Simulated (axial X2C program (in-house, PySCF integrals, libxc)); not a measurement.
TaSb: properties at the nuclei

Calculated with an in-house all-electron X2C program for linear molecules (integrals from PySCF): two-component X2C with atomic mean-field Coulomb and Gaunt terms, Gaussian nuclei, basis Ta dyall-cv3z, Sb dyall-cv3z with contracted cores.

R = 2.490 Å (near the PBE0 minimum at charge 0 of the determinant lowest at the starting distance; the state shown can have its own minimum elsewhere).

Input and command:
```json
{"zs": [73, 51], "q": 0, "bas": ["dyall-cv3z", "dyall-cv3z"], "r0": 2.86, "levels": ["PBE0", "HF", "BP86", "LDA", "B3LYP"], "nst": 2}
```
```bash
python soeom.py task.json out
```

Keys: zs atomic numbers; q charge; bas basis sets; r0 starting distance in Å; levels methods; nst determinants followed.

Determinant lowest in the PBE0 search, Ω = 1 (⟨Sz⟩ = -0.98, ⟨Lz⟩ = 1.98 at PBE0), spin on the atoms Ta -1.48, Sb 0.50:

| level | Eeff magnitude (GV/cm) | Ws magnitude Ta (kHz) | A∥/gI Ta (MHz) | qzz Ta (a.u.) | A∥/gI Sb (MHz) | qzz Sb (a.u.) | μ (D) |
| --- | --- | --- | --- | --- | --- | --- | --- |
| PBE0 | 22.4 | 18.2 | -2000 | -2.73 | -436 | -2.23 | -4.14 |
| HF | 27.6 | 24 | -2730 | -5.12 | -576 | -6.69 | -4.59 |
| BP86 | 19.1 | 15.2 | -1700 | -2.85 | -277 | -1.42 | -3.40 |
| LDA | 19.4 | 15.5 | -1580 | -2.83 | -251 | -1.31 | -3.30 |
| B3LYP | 17.9 | 13.6 | -1490 | -2.48 | -310 | -1.28 | -3.72 |

Eeff is the effective electric field on the electron electric dipole moment in this Ω state and Ws the scalar–pseudoscalar constant of the nucleus named (defined with the proton number Z and per Ω); A∥ (defined per Ω) follows by multiplying with gI = μI/(I μN); qzz is the electric field gradient, eQq0 = 234.96 MHz × Q/barn × qzz; μ is positive if the Sb end (last atom) is positive. The operators were transformed with the bare-nucleus X2C matrices; with these basis sets, hyperfine constants and field gradients can be off by tens of per cent, and where levels differ in sign neither size nor sign is settled.

**Question.** With gI(181Ta) = 0.6773 (g factors from the IAEA table of nuclear moments by Stone), turn the PBE0 values of the first state into constants in MHz.

**Answer.** A∥(181Ta) = -2000 × 0.6773 = -1350 MHz.

Each state is one determinant with collinear spin, which with several unpaired electrons need not be a pure state. Unrestricted Hartree–Fock can overshoot spin polarisation at the nuclei. With several open shells hyperfine constants can be off by a factor of several. In the state Ω = 1 the atomic spins oppose each other (-1.48, 0.50): a broken-symmetry determinant whose values are not spin-projected. Open-shell Ω = 0 determinants with evenly filled partner blocks cannot be reached by this program, so the Ω shown need not be the lowest component. The search compared states at one distance, so a state with another bond length can lie lower. Further determinants of the search, some of them spin-mixed, are not shown. Where a field gradient or hyperfine factor spreads by more than a factor of two over the levels, a constant derived from it is not to be relied on.
